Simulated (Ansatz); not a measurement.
Calculated with Ansatz (gas phase, PBE0-D4/def2-TZVP geometries, no zero-point term in ΔE). CCSD(T)/CBS adds triple-zeta CCSD(T) − MP2 to the extrapolated MP2 energy (def2 sets, frozen cores). For Ge outer-core shells are correlated without core-valence functions, which leaves a few kJ/mol of doubt a bond. Scalar relativity is left out up to krypton. Each species was taken in one conformer, which may not be the lowest.

`C[S][GeH3]` + `C[SiH2][SiH2]F` → `CC[SiH2][SiH2]F` + `[SH][GeH3]`  (formal exchange of groups at a C–S bond)

```csv
level,ΔE (kJ/mol)
HF/def2-TZVPP,-4.8
MP2/def2-QZVPP,-0.8
```

Question: What does CCSD(T)/CBS give? (Estimate.)

Answer: The calculation gave: -1.8 kJ/mol. The listed levels differ from it by -3.0, 1.0 kJ/mol.

Largest T1 diagnostic among the species: 0.012.
